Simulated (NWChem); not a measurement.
System: SiH2SF2; SMILES F[SiH](S)F

The following NWChem deck was run.

```
start job
memory heap 200 mb stack 900 mb global 1100 mb
geometry units angstroms noautosym nocenter noautoz
  Si     0.018476     0.479434     0.304139
  F     -1.340057     1.140546    -0.220458
  F      1.244541     1.278737    -0.347762
  S     -0.032686    -1.545432    -0.353259
  H      0.122632     0.627360     1.767332
  H      1.152878    -1.878362     0.203978
end
basis spherical
  Si library def2-svp
  F library def2-svp
  S library def2-svp
  H library def2-svp
end
dft
  xc pbe0
  iterations 150
end
cosmo
  do_cosmo_smd true
  solvent water
end
task dft energy
```

Structure relaxed at the B3LYP/6-31G* (spherical d) level. Solvent: water.

Level: PBE0/def2-SVP with SMD (1 M gas to 1 M solution), gas-phase geometry. Reactions with the solvent are ignored.

Problem. Give the results of this calculation. (PBE0/def2-SVP, SMD on the gas-phase geometry.) Quantities: solvation free energy (kcal/mol); cavity-dispersion-structure term (kcal/mol); dipole in solution (D).

Solution. 
```
Item                                         Value
-------------------------------------------  -----
solvation free energy (kcal/mol)              -1.2
cavity-dispersion-structure term (kcal/mol)    2.5
dipole in solution (D)                        2.58
```
